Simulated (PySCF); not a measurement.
A structure optimised at TPSSh-D3(BJ)/def2-SVP, used in a PySCF frequency run:

```
C
C 1 1.3551
H 2 1.0947 1 132.13
C 2 1.5110 3 132.51 1 -179.94
H 4 1.1038 2 115.83 3 -64.08
H 4 1.1039 5 108.15 2 -132.05
C 1 1.5304 2 92.50 3 -179.98
H 7 1.1029 1 115.37 2 116.21
H 7 1.1029 8 108.42 1 -131.19
Si 1 1.8647 2 131.93 3 -0.80
N 10 1.7404 1 107.43 2 -14.88
H 11 1.0177 10 118.82 1 160.60
H 11 1.0182 12 109.95 10 -141.48
H 10 1.4912 11 106.34 12 39.85
H 10 1.4995 14 106.44 11 124.91
```

Write its SMILES and formula.

N[SiH2]C1=CCC1, C4H9NSi

What are its rotational constants (standard atomic weights)?

7.0418, 1.6398, 1.3897 GHz
